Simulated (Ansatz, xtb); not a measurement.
## H3NSiSn: where a starting geometry ends

The starting geometry of this gas-phase singlet was built from a drawn formula by distance geometry and a force field; its bonds are those of `[N]1=[SiH][SnH2]1`.

```xyz
6

N    -0.5380   -0.9121   -2.3464
Si    0.8811   -1.3721   -1.4972
Sn   -0.9573   -2.3066   -0.8328
H     2.3369   -1.2532   -1.2827
H    -0.7071   -3.9680   -1.2293
H    -1.2021   -1.6360    0.7785
```

Problem. Predict what becomes of its bonds when it is optimised with r2SCAN-D4/def2-SVP.

Solution. It keeps its bonds, and is `[N]1=[SiH][SnH2]1`. Distances that change by over a tenth: Si2–Sn3 (2.17 → 2.42 Å).

The energy falls by 1.60 eV over 9 steps:

| step | E − E(last) (eV) |
| --- | --- |
| 1 | 1.600 |
| 2 | 0.671 |
| 3 | 0.345 |
| 4 | 0.107 |
| 5 | 0.010 |
| 6 | 0.007 |
| 7 | 0.002 |
| 8 | 0.000 |
| 9 | 0.000 |

Final geometry (Å):

```
atom    x (Å)    y (Å)    z (Å)
   N  -0.2599  -1.0268  -2.1556
  Si   1.2068  -1.3344  -1.4480
  Sn  -0.7455  -2.4660  -0.5832
   H   2.5771  -0.7958  -1.7554
   H  -1.2651  -3.9919  -1.1549
   H  -1.6998  -1.8332   0.6872
```

From the same start GFN2-xTB ends elsewhere, differing in N1–Sn3 (2.70 against 2.19 Å here).

The end wasn't checked by frequencies. Atoms past krypton carry core potentials, without spin–orbit terms. Run with Ansatz 0.2.0, 15 s on 2 threads of Arm Neoverse V1 (shared host).
